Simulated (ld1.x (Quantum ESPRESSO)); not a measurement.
# Varying the TM potential for Sn (Z = 50)

Base potential:

```json
{"Element": "tin (Sn)", "Generator": "ld1.x (Quantum ESPRESSO) 7.5", "Type": "norm-conserving Troullier–Martins (Kleinman–Bylander form)", "Functional": "PBE", "Relativity": "fully relativistic", "Frozen core": "[Kr] 4d10", "Valence charge": "4", "Reference configuration": "5s1 5p3", "Partial waves": "5s (bound): rc 1.70 bohr; 5p (bound): rc 2.65 bohr; 5d channel at 0.05 Ry: rc 2.60 bohr", "Local potential": "the d channel", "Core correction": "a·sin(br)/r model core, default radius (core density twice the valence density)"}
```

Open shells are filled in proportion to 2j + 1 (rel_dist='average').

Cutoffs, loose and tight: the cutoffs (Ry, on a coarse ladder) from which the occupation-weighted sum of valence levels, in a spherical-Bessel basis at the reference potential, stays within 10 and 1 mRy of its value at 400 Ry. They do not see the model core or the augmentation charge, which bear on the density cutoff. Test errors are all-electron minus pseudo excitation energies from the reference, over the configurations 5s2 5p2; 5s2 5p1; 5s2 5p0; 5s2 5p2.3; 5s2 5p1.5; 5s1 5p2; 5s1 5p0. A dash means not determined; rows that change the core or the reference have their own tests.

A true bound ghost makes a file unfit for plane-wave use even where its test errors are small: the radial tests pick states by their node count and pass the ghost by.

```csv
change,outcome,"cutoff, loose","cutoff, tight",bound ghosts,largest test error (meV)
base,generated,18 Ry,50 Ry,"s, p3/2, p1/2",-257
wave 5d channel at 0.05 Ry: rc 2.60 bohr becomes 5d channel at 0.94 Ry: rc 2.60 bohr,generated,21 Ry,50 Ry,s,-281
wave 5s (bound): rc 1.70 bohr becomes 5s (bound): rc 1.32 bohr,generated,110 Ry,180 Ry,"s, p3/2, p1/2",-260
local potential all-electron potential smoothed inside 1.70 bohr (lloc = -1),generated,21 Ry,50 Ry,s,-224
scalar-relativistic,generated,18 Ry,50 Ry,"s, p",-265
```

(1) What comes out with this change to the base: reference 5s2 5p2?

(2) What comes out with this change to the base: core [Kr], valence charge 14; reference 4d10 5s2 5p1; waves now 5s (bound): rc 2.10 bohr; 5p (bound): rc 2.65 bohr; 4f channel at 0.3 Ry: rc 2.60 bohr; 4d (bound): rc 1.45 bohr; core correction none?

Answers

(1) outcome: generated; cutoff, loose: 25 Ry; cutoff, tight: 50 Ry; bound ghosts: s, p1/2, p3/2; largest test error (meV): -400.

(2) outcome: generated, misses its reference levels by 0.63 eV; cutoff, loose: 90 Ry; cutoff, tight: 140 Ry; bound ghosts: s, p3/2, p1/2; largest test error (meV): -234.
